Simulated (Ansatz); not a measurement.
Input file for Ansatz (a first-principles code): U-B3LYP/def2-TZVPP on Cl2W (SMILES [Cl][W][Cl]), 2S+1 = 3, a spin state set in the input, which need not be the lowest. Elements past Kr take the def2 small-core potentials; no spin–orbit coupling.

Ansatz 0.2 input:
```yaml
crystal:
  periodic: [false, false, false]
  atoms:
    - {symbol: W, position_ang: [-0.00761634, 0.01644747, -0.02310001]}
    - {symbol: Cl, position_ang: [-0.17091467, 1.62427805, -1.55455500]}
    - {symbol: Cl, position_ang: [0.14536228, -1.59335392, 1.50733538]}
basis:
  gaussian:
    orbitals: def2-TZVPP
hamiltonian:
  xc: {name: B3LYP}
magnetization: {spin_polarized: true, initial_magnetization: 2}
```

The head of its log:

```
WARN ansatz: RAYON_NUM_THREADS=4 ignored (pool sized by the plan → 4); use --threads N
Functional definition: B3LYP
integrals: 0.06 GiB planned
1006 factors; their error is unknown
mean field: 0.78 GiB planned
mean field evaluation 1: about -26873.2545 eV, gradient 9.2e0 eV
mean field evaluation 2: about -26873.3690 eV, gradient 8.8e0 eV
```

Task: Give the final energy of this run.

Result: -987.5910 hartree.
